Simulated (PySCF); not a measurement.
# Computed structure and properties of [Lu(NH3)3]3+

System: [Lu(NH3)3]3+ (singlet in the valence; each metal's 4f electrons, 14 of them, lie in its core potential, out of spins and levels); start: displaced along the imaginary mode (C3). Method: PySCF 2.14.0, RKS TPSS, Lu lcecp-1-SVP with ECP60, N def2-SVP, H def2-SVP; non-relativistic Hamiltonian with scalar-relativistic core potentials where named; density fitting; no spin-orbit coupling.

Input of the relaxation:

```python
mol = gto.M(atom='''
Lu     0.00000    -0.00000     0.00239
N      2.35641     0.00110    -0.00821
H      2.80999    -0.26162     0.92781
H      2.80645    -0.68137    -0.70222
H      2.80877     0.94226    -0.25000
N     -1.17916     2.04016    -0.00821
H     -1.17843     2.56433     0.92781
H     -0.81314     2.77114    -0.70222
H     -2.22041     1.96134    -0.25000
N     -1.17725    -2.04126    -0.00821
H     -1.63157    -2.30272     0.92781
H     -1.99331    -2.08977    -0.70222
H     -0.58837    -2.90360    -0.25000''',
    basis={'Lu': 'lcecp-1-SVP', 'N': 'def2-SVP', 'H': 'def2-SVP'},
    ecp={'Lu': 'lcecp-1-SVP'},
    charge=3, spin=0)
mf = dft.RKS(mol, xc='TPSS')
mf.grids.atom_grid = (50, 194)  # f atoms: unpruned, at least (60, 302)
mf = mf.density_fit()  # fitting sets: Lu AutoAux, N def2-universal-JKFIT, H def2-universal-JKFIT
mf.conv_tol = 1e-08; mf.max_cycle = 55
mf.kernel(dm0)  # dm0: converged density of the start geometry
# quasi-Newton relaxation in Cartesian coordinates to a largest gradient under 0.00045 Eh/bohr, steps kept in the point group
```

Run from Python with OMP_NUM_THREADS=2; the lines above give its settings. Where DIIS fails, smearing, a level shift and second-order steps follow.
It took 37 s on 2 threads of Arm Neoverse V1, with other jobs on the host, from the converged density of the start.

Course of the relaxation:

```
step  energy above end (eV)  largest force component within the symmetry (eV/Å)
   0                 0.1336                                               0.941
   1                 0.0004                                               0.068
   2                 0.0001                                               0.011
   3                 0.0000                                               0.013
```

Relaxed geometry (C3):

```xyz
13

Lu    0.0000    0.0000    0.0058
N     2.3577    0.0009   -0.0079
H     2.8127   -0.2541    0.8977
H     2.8067   -0.6595   -0.6813
H     2.8091    0.9129   -0.2423
N    -1.1796    2.0414   -0.0079
H    -1.1863    2.5629    0.8977
H    -0.8322    2.7604   -0.6813
H    -2.1951    1.9763   -0.2423
N    -1.1781   -2.0423   -0.0079
H    -1.6264   -2.3088    0.8977
H    -1.9745   -2.1009   -0.6813
H    -0.6140   -2.8892   -0.2423
```

| contact | Å |
| --- | --- |
| Lu1–N2 (NH3) | 2.358 |
| Lu1–N6 (NH3) | 2.358 |
| Lu1–N10 (NH3) | 2.358 |

On the finer grid (75, 302):

```json
{"HOMO": "-23.31 eV", "LUMO": "-17.52 eV", "Dipole about the centre of mass": "0.03 D", "Set of Mulliken populations of Lu1 outside the core potential": "s 2.32, p 6.18, d 0.75, f 0.03", "D3(BJ) dispersion energy (not in the energies)": "-0.263 eV"}
```

| atom | Mulliken (e) | Löwdin (e) | spin (e) |
| --- | --- | --- | --- |
| Lu1 | 1.71 | 1.43 | 0.00 |
| N2 | -0.34 | 0.00 | 0.00 |
| H3 | 0.26 | 0.17 | 0.00 |
| H4 | 0.26 | 0.17 | 0.00 |
| H5 | 0.26 | 0.17 | 0.00 |
| N6 | -0.34 | 0.00 | 0.00 |
| H7 | 0.26 | 0.17 | 0.00 |
| H8 | 0.26 | 0.17 | 0.00 |
| H9 | 0.26 | 0.17 | 0.00 |
| N10 | -0.34 | 0.00 | 0.00 |
| H11 | 0.26 | 0.17 | 0.00 |
| H12 | 0.26 | 0.17 | 0.00 |
| H13 | 0.26 | 0.17 | 0.00 |

The 4f levels lie in the core potential and are missing.

No frequency check is given for this geometry.

Taking off one NH3 (charge 0, singlet; the rest: singlet) in vacuum, both parts rigid, costs 4.28 eV; the small basis without counterpoise inflates it. Parting with an electron moved from the ligand to the metal can be far cheaper, even downhill.

Rigid scan of NH3 along the line from its metal:

| distance to N2 (Å) | energy (eV) |
| --- | --- |
| 2.06 | 0.532 |
| 2.16 | 0.203 |
| 2.26 | 0.043 |
| 2.36 | 0.000 |
| 2.46 | 0.036 |
| 2.56 | 0.123 |
| 2.76 | 0.387 |

One start shape was tried, so this needn't be the lowest isomer.

An lcecp potential fixes the number of 4f electrons, so in runs with it no electron can move into or out of that shell.
